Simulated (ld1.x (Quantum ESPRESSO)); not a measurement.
# Before and after: RRKJ potential for germanium

germanium (Ge), norm-conserving RRKJ (Kleinman–Bylander form), made with ld1.x (Quantum ESPRESSO) 7.5 (PBE, fully relativistic). Core [Ar], reference 3d10 4s2 4p1.5 (charge +0.5). Waves: 4s (bound): rc 1.85 bohr; 4p (bound): rc 2.10 bohr; 3d (bound): rc 0.80 bohr. Local part: all-electron potential smoothed inside 1.05 bohr (lloc = -1). Core correction: a·sin(br)/r model core, default radius (core density twice the valence density). rho0 = 0.01.

Open shells are filled in proportion to 2j + 1 (rel_dist='average').

Change: reference 3d10 4s2 4p0.

Cutoffs: the cutoffs (Ry, on a coarse ladder) from which the occupation-weighted sum of valence levels, in a spherical-Bessel basis at the reference potential, stays within 10 and 1 mRy of its value at 400 Ry; they do not see the model core or the augmentation charge, which bear on the density cutoff. Errors are all-electron minus pseudo energies relative to the spin-unpolarised reference configuration.

Question: What does the change do?

Answer: Both files keep a bound ghost (s); the range in which the s phases agree narrows (upper end 3.9 → 2.8).

| quantity | base | changed |
| --- | --- | --- |
| cutoff, loose | 300 Ry | 300 Ry |
| cutoff, tight | over 300 Ry | over 300 Ry |
| bound ghosts | s | s |
| largest error over its own tests, meV | -618 | -843 |
| s: phases at 2.29 bohr within 0.05 rad from the reference energy up to (Ry; the scan ends near 5) | 3.9 | 2.8 |
| p1/2: phases at 2.29 bohr within 0.05 rad from the reference energy up to (Ry; the scan ends near 5) | 2.2 | 1.4 |
| p3/2: phases at 2.29 bohr within 0.05 rad from the reference energy up to (Ry; the scan ends near 5) | 2.1 | 1.2 |
| d3/2: phases at 2.29 bohr within 0.05 rad from the reference energy up to (Ry; the scan ends near 5) | to the end of the scan | to the end of the scan |
| d5/2: phases at 2.29 bohr within 0.05 rad from the reference energy up to (Ry; the scan ends near 5) | to the end of the scan | to the end of the scan |

 A true bound ghost makes a file unfit for plane-wave use even where its test errors are small: the radial tests pick states by their node count and pass the ghost by.
